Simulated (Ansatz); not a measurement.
Reaction (isomerisation): `CC1(C)BN1` → `BNCC=C`

Gas-phase electronic energies from Ansatz, PBE0-D4/def2-TZVP geometries. CCSD(T)/CBS is the MP2 limit (def2-TZVPP, def2-QZVPP) plus CCSD(T) − MP2 in def2-TZVPP, frozen cores. Functionals use def2-TZVPP. B3LYP here is the variant with VWN-RPA as its local correlation; programs differ in this. Each species was taken in one conformer, which may not be the lowest.

CCSD(T)/CBS gives -0.70 eV.

(1) Another level gave -0.54 eV. Which?
A. B3LYP-D4/def2-TZVPP
B. PBE-D4/def2-TZVPP
C. r2SCAN/def2-TZVPP
D. SCS-MP2/def2-TZVPP

Largest T1 diagnostic among the species: 0.012.

Results:

(1) B. PBE-D4 -0.54, B3LYP-D4 -0.76, r2SCAN -0.58, SCS-MP2/def2-TZVPP -0.72 eV.

In def2-TZVPP, CCSD(T) changes the Hartree–Fock value by +0.27 eV (the triples alone add +0.02 eV) and MP2 by +0.40 eV.
